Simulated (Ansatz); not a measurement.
`N=C(O)CBr` and `BBC(=N)O` differ in one atom or group.

Ansatz, PBE0-D4/def2-TZVP geometries, multiplicity 1. Each molecule was computed in one conformer, which needn't be the lowest.

Scalar relativity is left out up to krypton.

| property | `N=C(O)CBr` |
| --- | --- |
| size of the dipole moment (ωB97M-V/def2-TZVPP) / D | 1.37 |
| LUMO energy (B3LYP/def2-TZVPP) / eV | -0.58 |
| HOMO energy (ωB97M-V/def2-TZVPP) / eV | -10.62 |
| HOMO–LUMO gap (B3LYP/def2-TZVPP) / eV | 7.48 |
| size of the dipole moment (PBE/def2-TZVPP) / D | 1.37 |
| size of the dipole moment (B3LYP/def2-TZVPP) / D | 1.37 |

(1) Give the same properties after the change, and the shifts. (Estimate.)

Results:

(1) Ansatz gave: 
| property | `BBC(=N)O` | shift |
| --- | --- | --- |
| size of the dipole moment (ωB97M-V/def2-TZVPP) / D | 1.98 | 0.61 |
| LUMO energy (B3LYP/def2-TZVPP) / eV | -2.03 | -1.45 |
| HOMO energy (ωB97M-V/def2-TZVPP) / eV | -10.30 | 0.32 |
| HOMO–LUMO gap (B3LYP/def2-TZVPP) / eV | 5.73 | -1.75 |
| size of the dipole moment (PBE/def2-TZVPP) / D | 2.00 | 0.63 |
| size of the dipole moment (B3LYP/def2-TZVPP) / D | 1.95 | 0.58 |

With PBE0 the HOMO rises by 0.33 eV and the LUMO falls by 1.53 eV, so the gap narrows by about 1.86 eV. PBE moves the HOMO by 0.23 eV and ωB97M-V by 0.32 eV. Dipoles are sizes alone; their direction can turn.

B3LYP here is the variant with VWN-RPA as its local correlation; programs differ in this.
